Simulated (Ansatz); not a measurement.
HgS2⁻. Charge -1, multiplicity 2. Geometry PBE-D4/def2-TZVPD.

```xyz
3

Hg    0.0000    0.0000    0.0000
S    -1.0647   -1.9649   -0.5324
S     1.0647    1.9649    0.5324
```

In the def2 sets Hg takes a core potential; there is no spin–orbit coupling. The structure comes from a short search, and lower isomers may exist.

Problem. Estimate the α-spin orbital energies around the gap (eV) in Ansatz with PBE-D4/def2-TZVPD, PBE0-D4/def2-SVPD, r2SCAN0-D4/def2-TZVPD, BHLYP-D4/def2-TZVPD, ωB97X-V/def2-TZVPD.

Solution. 
```
orbital  PBE-D4/def2-TZVPD  PBE0-D4/def2-SVPD  r2SCAN0-D4/def2-TZVPD  BHLYP-D4/def2-TZVPD  ωB97X-V/def2-TZVPD
 HOMO−9              -7.19              -9.19                  -9.35               -10.82              -11.66
 HOMO−8              -7.11              -9.09                  -9.28               -10.59              -11.53
 HOMO−7              -6.67              -8.72                  -8.93               -10.38              -11.18
 HOMO−6              -6.67              -8.71                  -8.93               -10.38              -11.18
 HOMO−5              -4.00              -5.22                  -5.30                -6.08               -7.69
 HOMO−4              -2.33              -3.40                  -3.62                -4.49               -6.75
 HOMO−3              -2.07              -3.39                  -3.51                -4.23               -5.76
 HOMO−2              -1.52              -2.74                  -2.92                -3.79               -5.24
 HOMO−1              -1.41              -2.71                  -2.89                -3.77               -3.83
   HOMO              -0.84              -2.03                  -2.15                -3.03               -3.62
   LUMO               2.73               3.38                   3.66                 3.70                4.24
 LUMO+1               3.12               4.37                   3.78                 4.08                4.83
 LUMO+2               3.23               4.56                   3.98                 4.10                4.97
 LUMO+3               3.37               4.73                   4.12                 4.24                4.99
 LUMO+4               3.91               4.96                   4.54                 4.65                5.54
 LUMO+5               4.03               5.56                   4.82                 4.85                5.55
 β HOMO              -0.68              -1.75                  -1.70                -1.93               -3.36
 β LUMO              -0.59              -0.10                   0.05                 0.72                1.59
```
